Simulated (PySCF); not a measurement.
Partial charges of `CNC[C@@H]1C[C@H](C#N)[C@H]1F`

Species: C7H11FN2.
Geometry (GFN2-xTB, Å), atoms numbered from 1 in this order:
```
atom  x, y, z in Å
C1    -3.288   -0.192   -0.174
N2    -1.981    0.376   -0.428
C3    -0.995   -0.010    0.562
C4     0.336    0.665    0.267
C5     1.207    0.081   -0.863
C6     2.431    0.109    0.082
C7     3.188   -1.106    0.172
N8     3.752   -2.098    0.244
C9     1.475    0.398    1.260
F10    1.839    1.462    2.038
H11   -3.964    0.107   -0.972
H12   -3.282   -1.291   -0.106
H13   -3.663    0.207    0.768
H14   -1.659    0.098   -1.351
H15   -0.852   -1.106    0.619
H16   -1.358    0.329    1.538
H17    0.172    1.737    0.145
H18    0.922   -0.935   -1.133
H19    1.300    0.682   -1.763
H20    3.099    0.954   -0.101
H21    1.313   -0.450    1.932
```

Density: PBE0/pcSseg-1 (PySCF); schemes: Mulliken, IAO, Hirshfeld and ESP-fitted. One conformer (not necessarily the lowest) at the GFN2-xTB geometry, without solvent, vibrations or thermal averaging.

Task: Do the Mulliken, IAO, Hirshfeld and ESP-fitted schemes agree on where the charge is highest?

Result: The schemes don't all agree: Mulliken C9 (+0.358); IAO H14 (+0.235); Hirshfeld H14 (+0.106); ESP-fitted H14 (+0.363).

Task: For which atoms does the sign change between the 4 schemes (beyond +0.03 e in one, beyond −0.03 e in another)?

Result: C3, C4 and C6.

Task: Tabulate the Mulliken, IAO, Hirshfeld and ESP-fitted charges.

Result: In e:

```tsv
atom	environment	Mulliken	IAO	Hirshfeld	ESP-fitted
C1	N-methyl carbon	-0.109	-0.305	-0.072	-0.142
N2	secondary amine nitrogen	-0.523	-0.409	-0.166	-0.625
C3	sp3 carbon bound to nitrogen	+0.045	-0.145	-0.026	-0.087
C4	four-membered-ring carbon	-0.360	-0.133	-0.034	+0.064
C5	four-membered-ring carbon	-0.064	-0.264	-0.060	-0.394
C6	sp3 carbon next to a nitrile	-0.339	-0.179	-0.013	+0.103
C7	nitrile carbon	+0.145	+0.136	+0.081	+0.232
N8	nitrile nitrogen	-0.246	-0.248	-0.230	-0.434
C9	sp3 C–F carbon	+0.358	+0.193	+0.076	+0.200
F10	alkyl fluorine	-0.317	-0.311	-0.112	-0.271
H11	methyl hydrogen	+0.117	+0.150	+0.047	+0.101
H12	methyl hydrogen	+0.086	+0.107	+0.028	+0.065
H13	methyl hydrogen	+0.113	+0.144	+0.044	+0.113
H14	N–H hydrogen	+0.176	+0.235	+0.106	+0.363
H15	methylene hydrogen	+0.092	+0.096	+0.025	+0.074
H16	methylene hydrogen	+0.129	+0.141	+0.044	+0.124
H17	methine hydrogen	+0.140	+0.160	+0.046	+0.081
H18	methylene hydrogen	+0.129	+0.147	+0.047	+0.161
H19	methylene hydrogen	+0.149	+0.153	+0.050	+0.120
H20	methine hydrogen	+0.176	+0.188	+0.070	+0.096
H21	methine hydrogen	+0.104	+0.145	+0.051	+0.056
```

Mean size of the charges over all atoms: IAO 0.190 e, Mulliken 0.187 e, ESP-fitted 0.186 e, Hirshfeld 0.068 e. Each set sums to the total charge, 0, to within 0.001 e. The ESP scheme fits charges at the nuclei, held to the total charge, to the electrostatic potential on points at 1.4 to 2.0 times the van der Waals radii. The Hirshfeld scheme weights the molecular density at each point by an atom's share of the summed free-atom densities.

Task: Sum the charges by element, for elements with more than one atom.

Result: 
```csv
element,atoms,Mulliken,IAO,Hirshfeld,ESP-fitted
C,7,-0.324,-0.698,-0.049,-0.025
N,2,-0.769,-0.658,-0.396,-1.059
H,11,+1.410,+1.667,+0.557,+1.355
```

Task: How closely do the schemes follow one another over all atoms?

Result: Correlation coefficient and root-mean-square difference: Hirshfeld with ESP-fitted 0.92, 0.164 e; IAO with Hirshfeld 0.90, 0.134 e; Mulliken with IAO 0.88, 0.107 e; IAO with ESP-fitted 0.86, 0.120 e; Mulliken with Hirshfeld 0.82, 0.161 e; Mulliken with ESP-fitted 0.72, 0.174 e.
